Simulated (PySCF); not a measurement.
BO, SMILES [B]=O (connectivity only; charge and spin as stated), charge +1, multiplicity 1.

Coordinates come from a r2SCAN-D4/def2-TZVPD optimisation. The spin state was assumed, not searched.

Level of theory: TDDFT-PBE/def2-TZVPD (PySCF 2.14.0).

Vertical excitations; the highest root listed may be one member of a degenerate set. Gas-phase values at a fixed geometry. State labels are in the subgroup C2v.

```csv
state,symmetry,energy (eV),λ (nm),f,main pairs
S1,B1,1.55,799,0.006,HOMO−1→LUMO (degenerate set)
S2,B2,1.55,799,0.006,HOMO→LUMO (degenerate set)
S3,A1,3.76,330,0.036,HOMO−2→LUMO 97 %
S4,A2,8.34,149,0.000,"HOMO−1→LUMO+2 50 %, HOMO→LUMO+1 50 %"
S5,A1,8.45,147,0.000,"HOMO−1→LUMO+1, HOMO→LUMO+2 (degenerate set)"
S6,A2,8.45,147,0.000,"HOMO→LUMO+1, HOMO−1→LUMO+2 (degenerate set)"
S7,B1,10.58,117,0.083,HOMO−2→LUMO+1 (degenerate set)
S8,B2,10.58,117,0.083,HOMO−2→LUMO+2 (degenerate set)
S9,A1,12.92,96,0.694,"HOMO→LUMO+2 43 %, HOMO−1→LUMO+1 43 %"
S10,B2,13.90,89,0.110,HOMO→LUMO+3 98 %
T1,B1,0.80,1552,0,HOMO−1→LUMO (degenerate set)
T2,B2,0.80,1552,0,HOMO→LUMO (degenerate set)
T3,A1,1.99,623,0,HOMO−2→LUMO 98 %
T4,A1,6.73,184,0,"HOMO→LUMO+2 49 %, HOMO−1→LUMO+1 49 %"
```
Triplets are in the Tamm–Dancoff approximation, which puts them higher than full response would, so one can lie above its singlet here.
